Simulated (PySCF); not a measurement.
BO (SMILES [B]=O), doublet, geometry from GFN2-xTB, with bond 2-1 at 1.3 times its length; R2SCAN/cc-pVDZ (PySCF).

Input for PySCF:
```python
from pyscf import gto, scf, dft

mol = gto.Mole()
mol.atom = '''
    B    -0.00000000   -0.00000000   -0.72919485
    O     0.00000000    0.00000000    0.81122927
'''
mol.basis = 'cc-pvdz'
mol.spin = 1
mol.verbose = 4
mol.build()

mf = dft.UKS(mol)
mf.xc = 'r2scan'
mf.diis_space = 12
mf.kernel()
mf.analyze()
```

What the program printed (banner, timings and long lists left out):

```
PySCF version 2.14.0

[INPUT] verbose = 4
[INPUT] num. atoms = 2
[INPUT] num. electrons = 13
[INPUT] charge = 0
[INPUT] spin (= nelec alpha-beta = 2S) = 1
[INPUT] symmetry False subgroup None
[INPUT] Mole.unit = angstrom
[INPUT] Symbol           X                Y                Z      unit          X                Y                Z       unit  Magmom
[...]
nuclear repulsion = 13.7410782926458
number of shells = 10
number of NR pGTOs = 52
number of NR cGTOs = 28
basis = cc-pvdz
ecp = {}

******** <class 'pyscf.dft.uks.UKS'> ********
method = UKS
initial guess = minao
damping factor = 0
level_shift factor = 0
DIIS = <class 'pyscf.scf.diis.CDIIS'>
diis_start_cycle = 1
diis_space = 12
diis_damp = 0
SCF conv_tol = 1e-09
SCF conv_tol_grad = None
SCF max_cycles = 50
direct_scf = True
direct_scf_tol = 1e-13
number electrons alpha = 7  beta = 6
XC library pyscf.dft.libxc version 7.1.2
    S. Lehtola, C. Steigemann, M. J. T. Oliveira, and M. A. L. Marques,  SoftwareX 7, 1–5 (2018)
XC functionals = r2scan
    J. W. Furness, A. D. Kaplan, J. Ning, J. P. Perdew, and J. Sun,  J. Phys. Chem. Lett. 11, 8208–8215 (2020)
    J. W. Furness, A. D. Kaplan, J. Ning, J. P. Perdew, and J. Sun,  J. Phys. Chem. Lett. 11, 9248–9248 (2020)
    J. W. Furness, A. D. Kaplan, J. Ning, J. P. Perdew, and J. Sun,  J. Phys. Chem. Lett. 11, 8208–8215 (2020)
    J. W. Furness, A. D. Kaplan, J. Ning, J. P. Perdew, and J. Sun,  J. Phys. Chem. Lett. 11, 9248–9248 (2020)
radial grids:
    Treutler-Ahlrichs [JCP 102, 346 (1995); DOI:10.1063/1.469408] (M4) radial grids

becke partition: Becke, JCP 88, 2547 (1988); DOI:10.1063/1.454033
pruning grids: <function nwchem_prune>
grids dens level: 3
symmetrized grids: False
atomic radii adjust function: <function treutler_atomic_radii_adjust>
small_rho_cutoff = 0
Set gradient conv threshold to 3.16228e-05
tot grids = 28128
init E= -99.7867017711274

cycle= 1 E= -99.5988790641502  delta_E= 0.188  |g|= 0.735  |ddm|= 0.962
cycle= 2 E= -93.9447057237087  delta_E= 5.65  |g|= 2.53  |ddm|= 2.13
cycle= 3 E= -99.8806110987146  delta_E= -5.94  |g|= 0.115  |ddm|=  1.9
cycle= 4 E= -99.8919566865733  delta_E= -0.0113  |g|= 0.0441  |ddm|= 0.194
cycle= 5 E= -99.8932273649222  delta_E= -0.00127  |g|= 0.0173  |ddm|= 0.0385
cycle= 6 E= -99.8932774181806  delta_E= -5.01e-05  |g|= 0.014  |ddm|= 0.00529
cycle= 7 E= -99.8933427254439  delta_E= -6.53e-05  |g|= 0.00803  |ddm|= 0.00468
cycle= 8 E= -99.8933725781569  delta_E= -2.99e-05  |g|= 0.002  |ddm|= 0.00407
[...]
cycle= 10 E= -99.8933746058803  delta_E= -1.62e-08  |g|= 1.46e-05  |ddm|= 0.000161
cycle= 11 E= -99.8933746061134  delta_E= -2.33e-10  |g|= 5.03e-06  |ddm|= 2.5e-05
Extra cycle  E= -99.8933746059539  delta_E= 1.6e-10  |g|= 2.14e-05  |ddm|= 1.72e-05
converged SCF energy = -99.8933746059539  <S^2> = 0.77571177  2S+1 = 2.0255486
**** SCF Summaries ****
Total Energy =                         -99.893374605953852
Nuclear Repulsion Energy =              13.741078292645795
One-electron Energy =                 -163.531545425614524
Two-electron Energy =                   49.897092527014877
Two-electron Coulomb Energy =           62.240666907420099
DFT Exchange-Correlation Energy =      -12.343574380405220
**** MO energy ****
                             alpha | beta                alpha | beta
[...]
To work with the spin densities directly, `use mulliken_meta_spin()` only printing them here.

 ** Mulliken spin pop alpha/beta on meta-lowdin orthogonal AOs **
 ** Mulliken Spin Density (per AO)  **
spin_pop of  0 B 1s        0.00012
spin_pop of  0 B 2s        0.42770
spin_pop of  0 B 3s        0.00248
spin_pop of  0 B 2px       0.08283
spin_pop of  0 B 2py       0.08283
spin_pop of  0 B 2pz       0.35285
spin_pop of  0 B 3px      -0.00003
spin_pop of  0 B 3py      -0.00003
spin_pop of  0 B 3pz       0.00242
spin_pop of  0 B 3dxy      0.00000
spin_pop of  0 B 3dyz     -0.00141
spin_pop of  0 B 3dz^2     0.00020
spin_pop of  0 B 3dxz     -0.00141
spin_pop of  0 B 3dx2-y2    0.00000
spin_pop of  1 O 1s       -0.00000
spin_pop of  1 O 2s       -0.00439
spin_pop of  1 O 3s        0.00016
spin_pop of  1 O 2px      -0.08134
spin_pop of  1 O 2py      -0.08134
spin_pop of  1 O 2pz       0.21780
spin_pop of  1 O 3px      -0.00000
spin_pop of  1 O 3py      -0.00000
spin_pop of  1 O 3pz       0.00019
spin_pop of  1 O 3dxy      0.00000
spin_pop of  1 O 3dyz     -0.00005
spin_pop of  1 O 3dz^2     0.00047
spin_pop of  1 O 3dxz     -0.00005
spin_pop of  1 O 3dx2-y2   -0.00000
 ** Mulliken Spin Density (per atom)  **
spin density of  0 B =      0.94856
spin density of  1 O =      0.05144
 ** Mulliken pop alpha/beta on meta-lowdin orthogonal AOs **
 ** Mulliken pop       alpha | beta **
[...]
In total             7.00000 | 6.00000
 ** Mulliken atomic charges   ( Nelec_alpha | Nelec_beta ) **
charge of  0B =      0.32661  (     2.81097      1.86241 )
charge of  1O =     -0.32661  (     4.18903      4.13759 )
Dipole moment(X, Y, Z, Debye): -0.00000, -0.00000, -2.62228
```
